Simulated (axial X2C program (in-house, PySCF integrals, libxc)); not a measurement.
## Spin–orbit effects down a group: molecules with Sr, PBE0

Calculated with an in-house all-electron X2C program for linear molecules (integrals from PySCF), spin-free (one-electron X2C) or two-component (2c: spin–orbit coupling with atomic mean-field Coulomb and Gaunt terms, which also bring small scalar terms), in Dyall basis sets with cores contracted in-house; open shells are unrestricted.

Basis sets: Be dyall-cv3z, Ca dyall-cv3z, Mg dyall-cv3z, Sr dyall-cv3z.

```csv
molecule,spin-free state,Re (Å),ωe (cm⁻¹),De (eV),2c state,Re 2c (Å),ωe 2c (cm⁻¹),De 2c (eV)
BeSr,"M_S = 0, Λ = 0",3.535,147.3,0.22,Ω = 0,3.535,147.3,0.22
MgSr,"M_S = 0, Λ = 0",4.076,72.0,0.14,Ω = 0,4.076,72.0,0.14
CaSr,"M_S = 0, Λ = 0",4.418,63.6,0.19,Ω = 0,4.418,63.6,0.19
```

Q: Work out the shifts from the spin-free to the two-component result.

A: 

```tsv
molecule	2c state	ΔRe (Å)	Δωe (cm⁻¹)	ΔDe (eV)
BeSr	Ω = 0	0.000	0.0	0.00
MgSr	Ω = 0	0.000	0.0	0.00
CaSr	Ω = 0	0.000	0.0	0.00
```

Shifts of one unit in the last digit are rounding.

Each entry is the lowest single determinant of a limited PBE0 search at one distance. De goes to single-determinant-based atoms at the same level (for ions the charge split of lowest energy) and is withheld (n/a) where an atom does not fit its ground term or J level. Main or longest-lived isotopes.
